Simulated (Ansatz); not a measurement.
BeBr₂⁺. Total charge 1; doublet. Geometry PBE0-D4/def2-TZVP; atoms count from 1.

```xyz
3

Be    0.000    0.000    0.001
Br    1.239   -0.919    1.242
Br   -1.238    0.918   -1.243
```

The structure comes from a short search, and lower isomers may exist.

**Question.** Estimate the Mulliken populations from the PBE0/def2-TZVP orbitals of Ansatz.

**Answer.** 
```json
{"atom": "Be1", "charge (e)": "0.37", "spin (α − β)": "-0.07"}
{"atom": "Br2", "charge (e)": "0.32", "spin (α − β)": "0.53"}
{"atom": "Br3", "charge (e)": "0.32", "spin (α − β)": "0.53"}
```
Mulliken values and Mayer orders depend strongly on the basis.

**Question.** Where does the spin sit?

**Answer.** Summed by element: Be -0.07, Br 1.07, of 1 unpaired in all. Largest on single atoms: Br3 0.53, Br2 0.53, Be1 -0.07.

**Question.** And the Mayer bond orders between bonded heavy atoms (over 0.3)?

**Answer.** Be1–Br2 1.25 (1.98 Å); Be1–Br3 1.25 (1.98 Å). Values over 0.3 also appear between atoms too far apart for a bond (Br2–Br3 0.41 at 3.96 Å); they arise where an orbital or an unpaired electron spreads over both atoms.
